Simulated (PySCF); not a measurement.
**Gd⁴³⁺: ionisation energy**

Gd⁴³⁺ [Ar] 3d3 (4F) → Gd⁴⁴⁺ [Ar] 3d2 (3F), as a difference of total energies. All numbers are calculated (PySCF 2.14, the spin-free X2C one-electron Hamiltonian (Gaussian nucleus), in an uncontracted even-tempered set (18 s from 8.4 bohr⁻², ratio 2.5; 12 p from 11 bohr⁻², ratio 2.5; 7 d from 11 bohr⁻², ratio 2.5; 4 f from 40 bohr⁻², ratio 2.7; 3 g from 61 bohr⁻², ratio 2.7)). Correlated levels: outer shells: [Ne] frozen; virtual orbitals above 40 to 60 times the deepest correlated orbital energy dropped. The calculations carry no spin-orbit coupling.

```
                method  ionisation energy (eV)
                   UHF                  3412.7
                   LDA                  3411.9
                   PBE                  3412.0
                  PBE0                  3412.6
                r2SCAN                  3414.0
                  BP86                  3412.2
                  MN15                  3410.1
    MP2 (outer shells)                  3412.7
SCS-MP2 (outer shells)                  3412.4
```

Spin-orbit coupling is strong in these open shells (close to jj coupling). The scalar numbers leave it out and a first-order estimate fails, so it can dominate the gap to the real levels.

Breit and QED terms and the two-electron picture change are absent.

For comparison: 3424 ± 4 eV (theoretical estimate listed by NIST; NIST Atomic Spectra Database, ionization energies).
